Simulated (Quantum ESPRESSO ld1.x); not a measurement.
All-electron atom: Kr25+ in [Ne] 3s1. Calculated with ld1.x of Quantum ESPRESSO 7.5: Dirac Kohn-Sham, relativistic LDA (MacDonald-Vosko exchange, VWN5 correlation), spin-unpolarised, spherical densities, point nucleus.

Radial electron density D(r) = 4 pi r^2 rho(r):

r (bohr),D(r) (e/bohr)
0.003203,3.889
0.003612,4.761
0.004072,5.806
0.004592,7.051
0.005177,8.522
0.005837,10.24
0.006581,12.24
0.00742,14.53
0.008367,17.12
0.009358,19.79
0.01055,22.90
0.0119,26.23
0.01341,29.67
0.01512,33.13
0.01705,36.43
0.01923,39.40
0.02168,41.85
0.02444,43.57
0.02756,44.41
0.03107,44.29
0.03475,43.33
0.03918,41.55
0.04418,39.33
0.04981,37.11
0.05616,35.45
0.06332,34.87
0.0714,35.70
0.0805,37.99
0.09076,41.37
0.1023,45.05
0.1145,47.83
0.1291,49.06
0.1455,47.68
0.1641,43.41
0.185,36.69
0.2086,28.60
0.2352,20.55
0.2651,13.77
0.2989,8.948
0.3371,6.064
0.38,4.540
0.4251,3.698
0.4793,2.915
0.5404,2.080
0.6093,1.277
0.6869,0.6551
0.7745,0.2742
0.8733,0.09160
0.9846,0.02385
1.11,0.004707
1.252,0.0006824

D(r) has 2 maxima, at r = 0.0289, 0.129 bohr, and minima at 0.0628 bohr, inside which lie 2.12 electrons.
